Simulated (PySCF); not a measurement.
Species: C₅H₆F₂NO (charge +1).
SMILES with atom numbers: `[CH3:1][n+:2]1[cH:3][o:4][c:5]([CH:6]([F:7])[F:8])[cH:9]1` (hydrogens: H10, H11, H12 on C1; H13 on C3; H14 on C6; H15 on C9)

The calculation used PBE0-D3(BJ)/def2-SVP geometry optimisation, gas phase (PySCF).

(1) What internal coordinates does the optimisation give?

## Answers

(1) 
```tsv
bond	length (Å)
C1–N2	1.460
N2–C3	1.315
C3–O4	1.300
O4–C5	1.362
C5–C6	1.504
C6–F7, C6–F8	1.336
C5–C9	1.353
N2–C9	1.388
C1–H10, C1–H11, C1–H12	1.097
C3–H13	1.091
C6–H14	1.104
C9–H15	1.088
```

Bonds in one row agree within 0.01 Å and their mean is given. A selection of angles:
```tsv
angle	degrees
C1–N2–C3	126.7
C1–N2–C9	125.8
C3–N2–C9	107.5
N2–C3–O4	110.7
C3–O4–C5	108.1
O4–C5–C6	117.7
O4–C5–C9	107.8
C6–C5–C9	134.5
C5–C6–F7	108.8
F7–C6–F8	109.2
N2–C9–C5	105.9
```

Dihedral angles: O4–C5–C6–F7 63° (synclinal). The mirror-image conformer, all signs reversed, is as good.

N2 (three-coordinate ring nitrogen) is planar (angles 126.7°, 125.8° and 107.5°, sum 360.0°, 0.00 Å off the plane of its three neighbours). C3 (aromatic CH next to a ring nitrogen) is planar (angles 128.2°, 121.2° and 110.7°, sum 360.0°, 0.00 Å off the plane of its three neighbours). C5 (substituted aromatic carbon) is planar (angles 134.5°, 117.7° and 107.8°, sum 360.0°, 0.00 Å off the plane of its three neighbours). The C–O distances run from 1.300 Å (C3–O4, aromatic) to 1.362 Å (O4–C5, aromatic), a spread of 0.062 Å. The 5-membered ring N2–C3–O4–C5–C9 has internal angles of 105.9° to 110.7°; it is planar, 0.00 Å rms from its mean plane, widest ring torsion 0°. The 3 C–N bonds span 1.315 Å (N2–C3, aromatic) to 1.460 Å (C1–N2, drawn single), a spread of 0.145 Å. The C–C distances run from 1.353 Å (C5–C9, aromatic) to 1.504 Å (C5–C6, drawn single), a spread of 0.151 Å.

Point group: near Cs, missed by 0.13 Å at most; the miss may be what the optimiser left on a soft mode. PBE0-D3(BJ)/def2-SVP frequencies: not computed here.

Hardware: an x86-64 server with one thread, on a shared host. Cost: 88 s wall. These figures are those of the optimisation.
